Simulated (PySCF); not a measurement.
**Computed spin Hamiltonian**

Species: C5H8O3 (charge +1 and doublet state).
Cartesian coordinates in Å at the GFN2-xTB level; atoms count from 1:
```xyz
16
C5H8O3 angstrom
O      2.167    1.095    0.390
C      2.600    0.248   -0.357
O      1.990   -0.820   -0.771
C      0.706   -1.197   -0.276
C     -0.181   -0.057    0.232
C     -1.271    0.664   -0.558
C     -2.128    0.338    0.664
O     -1.061   -0.399    1.243
H      3.607    0.321   -0.799
H      0.850   -1.903    0.553
H      0.226   -1.723   -1.109
H      0.608    0.695    0.621
H     -1.566    0.159   -1.477
H     -1.115    1.719   -0.774
H     -2.441    1.174    1.298
H     -2.999   -0.306    0.494
```

The hyperfine couplings belong to this conformer and change with its torsions.

As a line formula: `[O+]=COC[C@H]1CCO1` [radical] (charge +1).

Method: UKS B3LYP, pcH-1 on C H O, non-relativistic, mean-field spin-orbit, GIAO (PySCF 2.14.0). One conformer (not necessarily the lowest) at the GFN2-xTB geometry, without solvent, vibrations or thermal averaging. The geometry wasn't refined by DFT: couplings that depend on bond lengths, twists or pyramidal angles can differ widely from those at the functional's own minimum, by a factor of two or more for some ions and for spin on atoms past the first row. No stability test was run, so a lower SCF solution isn't excluded.

```json
{"g1, g2, g3": "2.00289, 2.00653, 2.00868", "g_iso": "2.00604", "Form of g": "rhombic: the two nearest values differ by 37 % of g3 − g1", "⟨S²⟩": "0.7544 (exact 0.7500)"}
```

Hyperfine couplings atom by atom, in 10⁻⁴ cm⁻¹; T1 to T3 are the principal values of the dipolar part (1 × 10⁻⁴ cm⁻¹ = 2.998 MHz):

```
atom  isotope  a_iso     T1    T2    T3  Mulliken spin population
  O1      17O  -12.9  -28.3  13.1  15.2                      0.25
  C2      13C   -6.5   -1.6  -0.2   1.7                     -0.02
  O3      17O    1.1   -3.2   1.3   1.9                      0.01
  C4      13C    5.5   -2.1  -1.7   3.7                      0.04
  C5      13C   -4.3   -7.4  -6.3  13.7                      0.10
  C6      13C    1.1   -1.6  -0.8   2.4                      0.02
  C7      13C   -5.4   -1.4  -0.3   1.7                     -0.02
  O8      17O  -12.3  -42.8  21.1  21.7                      0.37
  H9       1H   19.6   -1.0  -0.3   1.4                      0.02
 H10       1H   -1.3   -1.1  -0.7   1.8                      0.00
 H11       1H   17.3   -1.2  -0.3   1.5                      0.02
 H12       1H  109.6   -7.5  -6.6  14.1                      0.10
 H13       1H   17.9   -1.1  -0.6   1.7                      0.02
 H14       1H    6.8   -1.3  -1.0   2.3                      0.01
 H15       1H   21.9   -1.5  -1.1   2.6                      0.03
 H16       1H   36.8   -1.5  -1.0   2.6                      0.04
```

The Mulliken spin populations are largest on O8 (+0.37), O1 (+0.25), C5 (+0.10) and H12 (+0.10).

O1, the radical centre as drawn in `[O+]=COC[C@H]1CCO1`, holds a spin population of +0.25 out of 1.

Under fast tumbling the dipolar parts average out, and these isotropic splittings remain (the largest six): 1 × 1H (H12, I = 1/2, 2 lines) with 11.71 mT, 1 × 1H (H16, I = 1/2, 2 lines) with 3.93 mT, 1 × 1H (H15, I = 1/2, 2 lines) with 2.34 mT, 1 × 1H (H9, I = 1/2, 2 lines) with 2.09 mT, 1 × 1H (H13, I = 1/2, 2 lines) with 1.91 mT and 1 × 1H (H11, I = 1/2, 2 lines) with 1.85 mT.

The 13C coupling of C2 (-19.6 MHz) shows only in satellite lines or after enrichment, since that isotope makes up about 1.07 % of natural carbon.

The 17O coupling of O1 (-38.7 MHz) shows only in satellite lines or after enrichment, since that isotope makes up about 0.038 % of natural oxygen.

The spin density at the nucleus, in bohr⁻³, is negative for C2 (-0.0174), C7 (-0.0145) and C5 (-0.0114), for instance. A restricted open-shell determinant has no negative spin density anywhere; here it arises because α and β orbitals differ (spin polarisation).
